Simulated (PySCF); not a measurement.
## Does the structure fit the spectrum?

A compound C₄H₉PSi₂ gives the data below (simulated from a calculation) and was assigned the structure `C=CC#C[Si@H]([SiH3])P`.

$^{13}$C{$^{1}$H} NMR (computed): δ 147.4 (CH2), 140.3 (CH), 120.1 (C), 114.4 (C).

$^{1}$H NMR (300 MHz, computed): δ 6.73 (m, 1H), 6.33 (m, 1H), 6.28 (m, 1H), 5.36 (m, 1H), 4.23 (s, 3H), 1.26 (m, 2H).

- geometry: GFN2-xTB
- GIAO PBE0/pcSseg-1 shieldings
- code: PySCF 2.14
- one averaged value for each set of equivalent atoms, in vacuum, relativity neglected, single conformer

Referencing at the same level of theory: TMS for $^{1}$H (31.72 ppm) and $^{13}$C (186.93 ppm).

(1) Compare with the shifts computed for the proposed structure, pairing carbons in order of shift.

(2) Which isomer fits?

## Answers

(1) Atom-mapped SMILES (the numbers label the heavy atoms): `[CH2:1]=[CH:2][C:3]#[C:4][Si@H:5]([SiH3:6])[PH2:7]`. Hydrogens are named by the atom that carries them.

```tsv
atom	computed for proposal	given list	difference
C1	138.5	147.4	-8.9
C2	124.7	140.3	-15.6
C3	117.9	120.1	-2.2
C4	100.4	114.4	-14.0
```

The rms difference is 11.4 ppm and the largest -15.6 ppm at C2 (alkene CH). The proposal doesn't fit.

(2) `C(=C)[Si@H](P)C#C[SiH3]`.

δC 147.4: terminal =CH2 carbon; an sp2 carbon of a C=C bond. δC 140.3: alkene CH; the olefinic region. δC 120.1, 114.4: alkyne carbon. δH 6.73, 6.33: hydrogen on a terminal =CH2 carbon; a vinylic proton, deshielded by the sp2 carbon and the C=C anisotropy.

Other isomers checked: C=C1[SiH2][Si@@H](P)C1=C (rms 12.5 ppm); C#C[SiH2]/C=C\[SiH2]P (rms 16.7 ppm).

The shifts were computed for this structure.

Splittings by $^{31}$P in the carbon and heteronuclear signals aren't shown, as no couplings were computed. Shifts are as computed. Against solution values, carbons near 30 ppm lie about +3 ppm off and those near 130 ppm about +5 ppm. Of 1211 compounds with measured shifts, 218 miss one by over three times the rms of a fit or turn the order of signals round; such compounds aren't used in these exercises. Multiplicities follow the n + 1 count of equivalent neighbours, as no J values were calculated; m marks all less simple cases, F and P coupling included.
